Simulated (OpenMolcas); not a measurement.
# Br4+: from RASSCF to RASPT2

```json
{"Program": "OpenMolcas 26.06", "Basis": "ANO-RCC [9s8p6d4f2g]", "Scalar Hamiltonian": "DKH2, point nucleus", "Active space": "1 electron in 9 orbitals (RAS2 4p; RAS3 4d 5s, at most 1 electron)", "State averaging": "2S+1 = 2 odd, 3 roots; 2S+1 = 2 even, 6 roots", "Spin-orbit coupling": "state interaction with AMFI integrals over the reference wave functions, term energies averaged over their components"}
```

Methods on the same reference wave functions:
A. RASSCF
B. SS-RASPT2, IPEA 0.25 Eh, imaginary shift 0.1 Eh (closed shells correlated: 3d 4s)

Energies in cm⁻¹ above 4s² 4p ²P°_1/2, the measured ground level; measured values from Moore, Atomic Energy Levels, vol. II, NSRDS-NBS 35 (1971 reprint of NBS Circular 467, 1952).

| Level | A | B | Measured |
| --- | --- | --- | --- |
| 4s² 4p ²P°_1/2 | 0.0 | 0.0 | 0.0 |
| 4s² 4p ²P°_3/2 | 5576 | 5576 | 6090 |
| 4s² 4d ²D_3/2 | 182125 | 176053 | 187970 |
| 4s² 4d ²D_5/2 | 182626 | 176554 | 188592 |
| 4s² 5s ²S_1/2 | 211710 | 213223 | 213510 |

Deviations, from unrounded energies. A percentage is the sum of absolute deviations over the sum of measured energies, with the sign that they share, or ± where signs differ.

```csv
Against measurement,Levels,A,B
mean absolute deviation (cm-1),4,3500,6200
fine structure of the ground term (%),1,-8.4,-8.4
other configurations (%),3,-2.3,-4.1
```

A lies closest to measurement on these levels. The largest miss of A in the table is 4s² 4d ²D_5/2, by -6000 cm-1. The ranking rests on the paired levels alone, and a cruder setting can come out closer through cancelling errors.

The lowest spin-free term lies below A's lowest term by 0.273 hartree in B.

Over all roots computed the reference weight is 0.91 to 0.97 in B; the roots of lowest weight are the least certain, and an intruder state may touch them. ANO sets are built for valence states and can reach diffuse excited orbitals poorly, and with the s shell closed the s pⁿ⁺¹ terms that mix with these levels are absent. With one active electron the reference holds no correlation, so core polarisation is missing (holds for A). With one active electron, CASPT2 adds the correlation within the correlated inactive shells and between them and that electron, and leaves the splitting within a term as the reference gives it (holds for B). Measured partners are found by configuration, term and J. A level has none where our copy of the source lacks it or the pairing is in doubt (some pairs that miss far off the trend of their configuration count as doubtful), and it then counts in no deviation. Only configurations of the active space appear.

° marks odd parity.
